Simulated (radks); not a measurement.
The numbers below are computed, except where a source is named.
Question: The mean radii <r> (bohr) of the occupied orbitals of an atom or ion are listed with their occupations. Level of theory: Dirac Kohn-Sham, LDA (Slater exchange, Perdew-Wang correlation), spin-unpolarised, spherical densities, finite nucleus; Fermi nuclear charge, rms radius of each element as measured or else 0.836 A^(1/3) + 0.57 fm (a radial shooting solver on a logarithmic mesh with Libxc functionals).

| orbital | occ. | <r> |
|---|---|---|
| 1s1/2 | 2 | 0.1039 |
| 2s1/2 | 2 | 0.5220 |
| 2p1/2 | 2 | 0.4848 |
| 2p3/2 | 4 | 0.4870 |
| 3s1/2 | 2 | 1.893 |
| 3p1/2 | 1 | 2.366 |
| 3p3/2 | 2 | 2.376 |

Name the element and its charge. Open shells, if any, are shared by 2j + 1.

Answer: Z = 15, phosphorus, charge 0: P in [Ne] 3s2 3p3. The 1s radius gives Z: for a bare nucleus <r> = (2 gamma + 1)/(2Z) with gamma = sqrt(1 - (Z/c)^2), 0.0996 bohr for Z = 15, and screening makes it slightly larger (0.1039 here). The occupations add up to 15, and the charge is Z minus that.
